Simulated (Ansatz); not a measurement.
`[Cl][Al]([Cl])[I]` + `CCO` → `CC[O][Al]([Cl])[Cl]` + HI at 500 K and 1 bar (ligand exchange at the Al–I bond).

Gas-phase electronic energies from Ansatz, PBE0-D4/def2-TZVP geometries. CBS: MP2 limit from def2 TZ/QZ plus the TZ coupled-cluster correction, frozen cores. Elements past krypton have def2 core potentials. For I outer-core shells are correlated without core-valence functions, which leaves a few kJ/mol of doubt a bond. One conformer a species, not always the lowest.

```json
{"species": "`[Cl][Al]([Cl])[I]`", "CCSD(T)/CBS energy (Eh)": "-1459.21603", "H − E (kJ/mol)": "43.8", "S (J/(mol·K))": "382.5"}
{"species": "`CCO`", "CCSD(T)/CBS energy (Eh)": "-154.88256", "H − E (kJ/mol)": "240.4", "S (J/(mol·K))": "310.3"}
{"species": "`CC[O][Al]([Cl])[Cl]`", "CCSD(T)/CBS energy (Eh)": "-1316.05723", "H − E (kJ/mol)": "246.7", "S (J/(mol·K))": "472.7"}
{"species": "HI", "CCSD(T)/CBS energy (Eh)": "-298.03592", "H − E (kJ/mol)": "28.6", "S (J/(mol·K))": "221.6"}
```

H − E and S are ideal-gas, rigid-rotor, harmonic terms from PBE0-D4/def2-TZVP, for one conformer and one mirror image of each species. 1 Eh = 2625.50 kJ/mol, R = 8.31446 J/(mol·K).

Problem. By hand: ΔE, ΔH, ΔS and ΔG.

Solution. ΔE = (-1316.05723) + (-298.03592) − (-1459.21603) − (-154.88256) = 0.00544 Eh = 14.3 kJ/mol. Δ(H − E) = 246.7 + 28.6 − 43.8 − 240.4 = -8.9, so ΔH = 5.4 kJ/mol. ΔS = 472.7 + 221.6 − 382.5 − 310.3 = 1.5 J/(mol·K). ΔG = 5.4 − 500 × (1.5)/1000 = 4.7 kJ/mol.

Problem. By hand: the equilibrium constant, and the temperature at which ΔG would vanish if ΔH and ΔS stayed fixed.

Solution. log₁₀ K = −ΔG/(RT ln 10) = -0.5. ΔG = 0 at ΔH/ΔS = 3600 K, far beyond where these terms or the molecules hold.

The number of gas molecules stays the same, so ΔS is small and ΔH decides. The sign of ΔG lies within the doubt. A doubt of 5 kJ/mol in ΔE shifts log₁₀ K by 0.5 here. Other conformers and mirror images would add mixing entropy, several J/(mol·K) or more a flexible species. Modes under 60 cm⁻¹, often nearly free rotors, make the harmonic entropy too high. These are equilibria of isolated gas molecules and say nothing of rates. Largest T1 diagnostic: 0.010 (customary marks: 0.02 for closed shells, 0.045 for open ones).
